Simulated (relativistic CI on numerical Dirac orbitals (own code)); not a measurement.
## Ag2+ (4d9) in a crystal field

Calculated by Dirac-Coulomb-Breit CI, KLI orbitals optimised for each configuration, QED by a radiative potential, one configuration in a parametric crystal field, unscaled Slater integrals (own radial code).

Field parameters in Wybourne normalisation: D4h B²₀ = −7Ds, B⁴₀ = 21(Dq − Dt), B⁴₄ = 21√(5/14) Dq. The field is a parameter set, without covalency.

S and J are read from ⟨S²⟩ = S(S + 1) and ⟨J²⟩ = J(J + 1) of each level; they are not fictitious spins.

D4h, 10Dq = 22500, Ds = -1500, Dt = 350 cm⁻¹, the lowest 5 levels:

```csv
E (cm⁻¹),Degeneracy,Irrep,S,J
0.0,2,Γ6,0.50,2.23
4244,2,Γ7,0.50,2.24
19675,2,Γ7,0.50,2.39
21821,2,Γ6,0.50,1.85
27349,2,Γ7,0.50,1.98
```

Principal g values of the ground doublet: 1.98, 2.47, 2.47.

D4h, 10Dq = 22500, Ds = 3000, Dt = 350 cm⁻¹, the lowest 5 levels:

```csv
E (cm⁻¹),Degeneracy,Irrep,S,J
0.0,2,Γ7,0.50,2.22
13660,2,Γ6,0.50,2.26
22547,2,Γ7,0.50,2.22
29371,2,Γ7,0.50,2.19
31094,2,Γ6,0.50,1.83
```

Principal g values of the ground doublet: 2.10, 2.10, 2.60.

The free-ion ground term has S = 1/2. Every field shown keeps that spin.

Levels of this model without a field, named by their leading LS term: ²D5/2 0, ²D3/2 4428 cm⁻¹.
